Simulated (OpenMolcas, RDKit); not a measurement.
## A ladder of methods for C2H6AlCl (dimethylaluminum chloride)

C2H6AlCl: 10 atoms, total charge 0, spin state singlet. SMILES: `[CH3][Al]([CH3])[Cl]`. The shape is that of a PBE0-D4/def2-TZVP optimisation.

Each level gives the HOMO–LUMO gap (eV). The values are calculated.

```tsv
level	kind	program	value (eV)	CPU time
extended Hückel	semi-empirical	RDKit	8.06	under 2 s
HF/cc-pVDZ	Hartree–Fock	OpenMolcas	13.09	8 s
SVWN5/cc-pVDZ	LDA	OpenMolcas	5.03	29 s
BLYP/cc-pVDZ	GGA	OpenMolcas	5.11	37 s
revPBE/cc-pVDZ	GGA	OpenMolcas	5.18	36 s
r2SCAN/cc-pVDZ	meta-GGA	OpenMolcas	5.77	47 s
BHLYP/cc-pVDZ	global hybrid	OpenMolcas	9.19	31 s
PBE0/cc-pVDZ	global hybrid	OpenMolcas	7.20	35 s
B2PLYP/cc-pVDZ	double hybrid	OpenMolcas	9.40	23 s
```

The values span 5.03 to 13.09 eV. Orbital gaps aren't excitation energies, and those of double hybrids come from the SCF part alone; they tend to grow with the share of exact exchange. Times are those of the runs behind each value, whatever else they computed, on shared processors of several kinds: orders of magnitude only.
